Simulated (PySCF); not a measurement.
# Atomic charges by several schemes

Species: C7H15P.
Structure used (PBE0-D3(BJ)/def2-SVP), in Å, numbered top down from 1:
```
atom  x, y, z in Å
C1     0.806   -2.129    0.671
P2     0.172   -0.711    0.049
C3     1.418    0.169   -0.970
C4     2.685    0.529   -0.212
C5    -1.371   -0.534   -1.007
C6    -2.019    0.770   -0.561
C7    -1.903    0.816    0.967
C8    -0.469    0.441    1.346
H9     1.393   -2.765    0.003
H10    0.264   -2.619    1.483
H11    1.643   -0.511   -1.810
H12    0.932    1.056   -1.408
H13    3.118   -0.365    0.257
H14    3.433    0.978   -0.883
H15    2.482    1.255    0.592
H16   -1.140   -0.587   -2.081
H17   -2.007   -1.400   -0.759
H18   -1.483    1.630   -0.999
H19   -3.067    0.856   -0.890
H20   -2.192    1.798    1.372
H21   -2.599    0.078    1.399
H22   -0.374   -0.048    2.325
H23    0.192    1.323    1.364
```

Density: PBE0/pcSseg-1 (PySCF); schemes: Mulliken, IAO, Hirshfeld and ESP-fitted. Isolated species at its PBE0-D3(BJ)/def2-SVP geometry (one conformer only).

**Question.** Which atoms carry the highest charge in the Mulliken, IAO, Hirshfeld and ESP-fitted schemes?

**Answer.** All schemes agree: Mulliken P2 (+0.473); IAO P2 (+1.179); Hirshfeld P2 (+0.366); ESP-fitted P2 (+0.663).

**Question.** Do the Mulliken, IAO, Hirshfeld and ESP-fitted schemes agree on where the charge is lowest?

**Answer.** All schemes agree: Mulliken C1 (-0.584); IAO C1 (-0.949); Hirshfeld C1 (-0.335); ESP-fitted C1 (-1.310).

**Question.** What partial charge does each atom carry?

**Answer.** In e:

```tsv
atom	environment	Mulliken	IAO	Hirshfeld	ESP-fitted
C1	carbon bonded to P and 2 H	-0.584	-0.949	-0.335	-1.310
P2	phosphorus bonded to 4 C	+0.473	+1.179	+0.366	+0.663
C3	sp3 carbon bound to phosphorus	-0.424	-0.462	-0.101	+0.048
C4	methyl carbon	-0.263	-0.407	-0.116	-0.347
C5	sp3 carbon bound to phosphorus	-0.394	-0.520	-0.126	-0.334
C6	ring CH2 carbon	-0.227	-0.252	-0.070	+0.074
C7	ring CH2 carbon	-0.211	-0.253	-0.067	-0.091
C8	sp3 carbon bound to phosphorus	-0.405	-0.476	-0.105	-0.148
H9	hydrogen on C1	+0.117	+0.142	+0.012	+0.337
H10	hydrogen on C1	+0.117	+0.142	+0.011	+0.344
H11	methylene hydrogen	+0.161	+0.151	+0.048	+0.048
H12	methylene hydrogen	+0.140	+0.139	+0.040	+0.018
H13	methyl hydrogen	+0.142	+0.159	+0.038	+0.119
H14	methyl hydrogen	+0.122	+0.140	+0.041	+0.089
H15	methyl hydrogen	+0.113	+0.132	+0.038	+0.076
H16	methylene hydrogen	+0.144	+0.143	+0.040	+0.061
H17	methylene hydrogen	+0.148	+0.147	+0.037	+0.105
H18	methylene hydrogen	+0.120	+0.123	+0.034	+0.011
H19	methylene hydrogen	+0.133	+0.139	+0.041	+0.007
H20	methylene hydrogen	+0.129	+0.139	+0.042	+0.022
H21	methylene hydrogen	+0.128	+0.133	+0.039	+0.060
H22	methylene hydrogen	+0.164	+0.163	+0.050	+0.079
H23	methylene hydrogen	+0.158	+0.146	+0.044	+0.069
```

Mean size of the charges over all atoms: IAO 0.288 e, Mulliken 0.218 e, ESP-fitted 0.194 e, Hirshfeld 0.080 e. Each set sums to the total charge, 0, to within 0.001 e. The IAO scheme projects the occupied orbitals on a minimal set of polarised atomic orbitals and counts the electrons in each atom's part of it.

**Question.** How closely do the schemes follow one another over all atoms?

**Answer.** Correlation coefficient and root-mean-square difference: IAO with Hirshfeld 0.99, 0.279 e; Mulliken with IAO 0.95, 0.172 e; Mulliken with Hirshfeld 0.91, 0.155 e; Hirshfeld with ESP-fitted 0.86, 0.248 e; IAO with ESP-fitted 0.83, 0.220 e; Mulliken with ESP-fitted 0.76, 0.225 e.

**Question.** How many electrons does the IAO scheme count on C3?

**Answer.** Z − q = 6 − (-0.462) = 6.462.

The run behind these numbers computed NMR shieldings as well. On one thread, Arm Neoverse V1 (aarch64), no GPU, shared host with 32 logical CPUs at a one-minute load of 10, this took 53 s of wall time (with the writing of density and orbital grids) and 1.0 GiB of memory at its peak.
